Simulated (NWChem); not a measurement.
System: GeH3OBr; SMILES [OH][GeH2][Br]

Parts of the log:

```
             Northwest Computational Chemistry Package (NWChem) 7.3.0
             --------------------------------------------------------

 C1  symmetry detected

                             Geometry "geometry" -> ""
                             -------------------------

 Output coordinates in angstroms (scale by  1.889725989 to convert to a.u.)

  No.       Tag          Charge          X              Y              Z
 ---- ---------------- ---------- -------------- -------------- --------------
    1 Ge                  32.0000    -0.36579723    -0.92014882    -0.00017911
    2 O                    8.0000     1.15879411    -1.85004417    -0.06034500
    3 Br                  35.0000     0.08501319     1.38252317    -0.00662378
    4 H                    1.0000    -1.09906826    -1.27547099    -1.30237644
    5 H                    1.0000    -1.15223378    -1.19034416     1.30358522
    6 H                    1.0000     1.71099880    -1.67738017     0.71911524

 Effective nuclear repulsion energy (a.u.)     426.1323054919

  pbe96 is a nonlocal functional; adding pw91lda local functional.

                                 NWChem DFT Module
                                 -----------------

 Summary of "ao basis" -> "ao basis" (spherical)
 ------------------------------------------------------------------------------
       Tag                 Description            Shells   Functions and Types
 ---------------- ------------------------------  ------  ---------------------
 Ge                         6-311g**                18       44   8s7p3d
 O                          6-311g**                 8       18   4s3p1d
 Br                         6-311g**                18       44   8s7p3d
 H                          6-311g**                 4        6   3s1p

            General Information
            -------------------
          SCF calculation type: DFT
          Wavefunction type:  closed shell.
          No. of atoms     :     6
          No. of electrons :    78
           Alpha electrons :    39
            Beta electrons :    39
          Charge           :     0
          Spin multiplicity:     1
          Use of symmetry is: off; symmetry adaption is: off
          Maximum number of iterations: 150
          AO basis - number of functions:   124
                     number of shells:    56
          Convergence on energy requested:  1.00D-06
          Convergence on density requested:  1.00D-05
          Convergence on gradient requested:  5.00D-04

              XC Information
              --------------
          PerdewBurkeErnzerhof Exchange Functional  1.000
            Perdew 1991 LDA Correlation Functional  1.000 local
           PerdewBurkeErnz. Correlation Functional  1.000 non-local

             Grid Information
             ----------------
          Grid used for XC integration:  medium
          Radial quadrature: Mura-Knowles
          Angular quadrature: Lebedev.
          Tag              B.-S. Rad. Rad. Pts. Rad. Cut. Ang. Pts.
          ---              ---------- --------- --------- ---------
          Ge                  1.25      112           9.0       590
          O                   0.60       49          10.0       434
          Br                  1.15      112          11.0       590
          H                   0.35       45          10.0       434
          Grid pruning is: on
          Number of quadrature shells:   408
          Spatial weights used:  Erf1

      Superposition of Atomic Density Guess
      -------------------------------------

 Sum of atomic energies:       -4723.89528952

      Non-variational initial energy
      ------------------------------

 Total energy =   -4724.493462
 1-e energy   =   -7432.066538
 2-e energy   =    2281.440771
 HOMO         =      -0.365043
 LUMO         =       0.014414

     ---------------------------------------------
      Total Density - Mulliken Population Analysis
     ---------------------------------------------

    Atom       Charge   Shell Charges
 -----------   ------   -------------------------------------------------------
    1 Ge  32    30.86   0.77  1.19  1.04  0.94  0.86  1.18  0.90  0.31  0.50  5.48  4.50  1.48  0.61  0.71  0.25  8.15  1.80  0.19
    2 O    8     8.97   1.08  0.91  1.02  1.03  2.27  0.82  1.83  0.00
    3 Br  35    35.43   0.75  1.21  1.20  0.77  1.03  1.00  1.25  0.74  0.47  5.50  4.82  1.10  0.86  3.08  1.64  7.77  2.14  0.11
    4 H    1     1.07   0.22  0.55  0.29  0.01
    5 H    1     1.08   0.21  0.55  0.31  0.01
    6 H    1     0.58   0.21  0.27  0.06  0.05

   convergence    iter        energy       DeltaE   RMS-Dens  Diis-err
 ---------------- ----- ----------------- --------- --------- ---------
 d= 0,ls=0.0,diis     1  -4727.2954872203 -5.15D+03  1.44D-02  9.13D+00
 d= 0,ls=0.0,diis     2  -4726.9758676386  3.20D-01  1.64D-02  4.11D+00
 d= 0,ls=0.0,diis     3  -4726.9263985767  4.95D-02  6.50D-03  5.57D+00
 d= 0,ls=0.0,diis     4  -4727.3990337778 -4.73D-01  2.46D-03  9.54D-02
 d= 0,ls=0.0,diis     5  -4727.4082651315 -9.23D-03  1.25D-03  2.44D-02
  Resetting Diis
 d= 0,ls=0.0,diis     6  -4727.4107594337 -2.49D-03  3.13D-04  4.98D-03
 d= 0,ls=0.0,diis     7  -4727.4112298228 -4.70D-04  1.90D-04  2.07D-04
 d= 0,ls=0.0,diis     8  -4727.4111587368  7.11D-05  1.31D-04  1.03D-03
 d= 0,ls=0.0,diis     9  -4727.4112462589 -8.75D-05  1.61D-05  2.00D-05
 d= 0,ls=0.0,diis    10  -4727.4112473814 -1.12D-06  4.37D-06  8.70D-07
 d= 0,ls=0.0,diis    11  -4727.4112474729 -9.15D-08  8.74D-07  3.51D-08

         Total DFT energy =    -4727.411247472923
      One electron energy =    -7432.400571295538
           Coulomb energy =     2458.154311993821
    Exchange-Corr. energy =     -179.297293663140
 Nuclear repulsion energy =      426.132305491933

 Numeric. integr. density =       77.999984492363

                       DFT Final Molecular Orbital Analysis
                       ------------------------------------

 Vector   37  Occ=2.000000D+00  E=-2.741335D-01
              MO Center=  7.1D-01, -9.6D-01,  5.3D-02, r^2= 3.4D+00
   Bfn.  Coefficient  Atom+Function         Bfn.  Coefficient  Atom+Function
  ----- ------------  ---------------      ----- ------------  ---------------
    56      0.226335  2 O  py                52      0.217665  2 O  py
    57     -0.207793  2 O  pz                86      0.201469  3 Br px
    55      0.199562  2 O  px                53     -0.197686  2 O  pz
    51      0.188454  2 O  px                87      0.170541  3 Br py
    48      0.153971  2 O  py               115      0.153825  5 H  s

 Vector   38  Occ=2.000000D+00  E=-2.607135D-01
              MO Center=  2.3D-01,  7.8D-01, -1.5D-02, r^2= 3.1D+00
   Bfn.  Coefficient  Atom+Function         Bfn.  Coefficient  Atom+Function
  ----- ------------  ---------------      ----- ------------  ---------------
    86      0.500202  3 Br px                89      0.315366  3 Br px
    77     -0.260523  3 Br px                83      0.204487  3 Br px
    56     -0.191350  2 O  py                52     -0.177179  2 O  py
    87     -0.166323  3 Br py                48     -0.124262  2 O  py
    90     -0.102495  3 Br py                74      0.099563  3 Br px

 Vector   39  Occ=2.000000D+00  E=-2.571316D-01
              MO Center= -2.5D-02,  1.0D+00,  1.5D-02, r^2= 2.5D+00
   Bfn.  Coefficient  Atom+Function         Bfn.  Coefficient  Atom+Function
  ----- ------------  ---------------      ----- ------------  ---------------
    88      0.538556  3 Br pz                91      0.347760  3 Br pz
    79     -0.282081  3 Br pz                85      0.223970  3 Br pz
   115     -0.123180  5 H  s                114     -0.119124  5 H  s
    76      0.107820  3 Br pz               109      0.103454  4 H  s
    82     -0.098556  3 Br pz               108      0.095679  4 H  s

 Vector   40  Occ=0.000000D+00  E=-5.778407D-02
              MO Center= -2.1D-01, -2.0D-01,  5.8D-02, r^2= 4.7D+00
   Bfn.  Coefficient  Atom+Function         Bfn.  Coefficient  Atom+Function
  ----- ------------  ---------------      ----- ------------  ---------------
     8      0.889818  1 Ge s                  7      0.556884  1 Ge s
    90      0.546780  3 Br py                70     -0.432330  3 Br s
   115     -0.383504  5 H  s                 25      0.343782  1 Ge py
    87      0.301483  3 Br py                28      0.274852  1 Ge py
   109     -0.259006  4 H  s                  6     -0.254776  1 Ge s

 Vector   41  Occ=0.000000D+00  E=-3.409701D-02
              MO Center=  1.6D-03, -1.1D+00,  2.4D-01, r^2= 5.0D+00
   Bfn.  Coefficient  Atom+Function         Bfn.  Coefficient  Atom+Function
  ----- ------------  ---------------      ----- ------------  ---------------
    27      0.669658  1 Ge px                54     -0.515977  2 O  s
   109      0.440913  4 H  s                 28     -0.436680  1 Ge py
     8     -0.347349  1 Ge s                 70      0.257737  3 Br s
    89     -0.246085  3 Br px               121      0.234065  6 H  s
    29      0.222679  1 Ge pz                25     -0.219083  1 Ge py

 Vector   42  Occ=0.000000D+00  E= 1.233784D-03
              MO Center= -7.4D-01, -1.2D+00,  7.6D-02, r^2= 4.4D+00
   Bfn.  Coefficient  Atom+Function         Bfn.  Coefficient  Atom+Function
  ----- ------------  ---------------      ----- ------------  ---------------
   109     -1.126588  4 H  s                  8      1.085848  1 Ge s
   115     -0.922789  5 H  s                 28     -0.677985  1 Ge py
    27     -0.553440  1 Ge px                 7      0.417399  1 Ge s
    24     -0.329434  1 Ge px                70      0.233221  3 Br s
    25     -0.204672  1 Ge py                 6     -0.180735  1 Ge s

     ---------------------------------------------
      Total Density - Mulliken Population Analysis
     ---------------------------------------------

    Atom       Charge   Shell Charges
 -----------   ------   -------------------------------------------------------
    1 Ge  32    31.42   0.77  1.19  1.02  0.95  0.86  1.18  1.10  0.17  0.50  5.47  4.54  1.44  0.87  0.86  0.26  8.08  1.83  0.32
    2 O    8     8.54   1.08  0.91  0.97  1.00  2.01  0.87  1.69  0.01
    3 Br  35    35.22   0.75  1.21  1.19  0.80  1.01  1.01  1.31  0.69  0.48  5.50  4.82  1.09  0.87  2.93  1.55  7.73  2.14  0.15
    4 H    1     1.03   0.24  0.55  0.23  0.01
    5 H    1     1.06   0.24  0.54  0.27  0.01
    6 H    1     0.73   0.27  0.35  0.05  0.07

     -------------------------------------------
      Total Density - Lowdin Population Analysis
     -------------------------------------------

    Atom       Charge   Shell Charges
 -----------   ------   -------------------------------------------------------
    1 Ge  32    31.83   0.92  1.08  1.02  0.93  0.82  1.17  0.69  0.38  0.87  5.07  3.97  1.98  0.83  1.05  0.53  7.80  2.07  0.66
    2 O    8     8.10   1.03  0.95  0.97  0.84  1.96  0.61  1.73  0.01
    3 Br  35    35.03   0.90  1.10  1.12  0.87  0.90  1.08  1.02  0.79  0.84  5.11  4.13  1.69  1.11  2.56  1.76  7.37  2.42  0.23
    4 H    1     1.04   0.24  0.47  0.30  0.03
    5 H    1     1.06   0.24  0.48  0.31  0.03
    6 H    1     0.95   0.27  0.36  0.13  0.20

     Multipole analysis of the density
     ---------------------------------

     L   x y z        total         alpha         beta         nuclear
     -   - - -        -----         -----         ----         -------
     0   0 0 0     -0.000000    -39.000000    -39.000000     78.000000

     1   1 0 0     -0.182907     -0.091454     -0.091454     -0.000000
     1   0 1 0     -0.453241     -0.226620     -0.226620      0.000000
     1   0 0 1      0.478932      0.239466      0.239466      0.000000

     2   2 0 0    -30.372444    -52.218762    -52.218762     74.065081
     2   1 1 0      0.901432      4.669421      4.669421     -8.437411
     2   1 0 1      2.138911      0.028955      0.028955      2.081000
     2   0 2 0    -33.528184   -243.937673   -243.937673    454.347162
     2   0 1 1     -1.654959      0.099058      0.099058     -1.853074
     2   0 0 2    -31.111655    -22.596742    -22.596742     14.081829
```

Level: PBE/6-311G** (spherical d). All runs use the structure optimised with B3LYP/6-31G* (spherical d).

Q: Which NWChem input produces such a log?

A: One answer among several that fit: the input that was run:
```
start job
memory heap 200 mb stack 900 mb global 1100 mb
geometry units angstroms noautoz
  Ge    -0.329603    -0.906946    -0.017422
  O      1.227033    -1.779010    -0.112778
  Br     0.034599     1.410992    -0.026921
  H     -1.076837    -1.286787    -1.304675
  H     -1.077256    -1.209058     1.302060
  H      1.788986    -1.587402     0.655204
end
basis spherical
  * library 6-311g**
end
dft
  xc xpbe96 cpbe96
  iterations 150
  mulliken
end
task dft energy
```
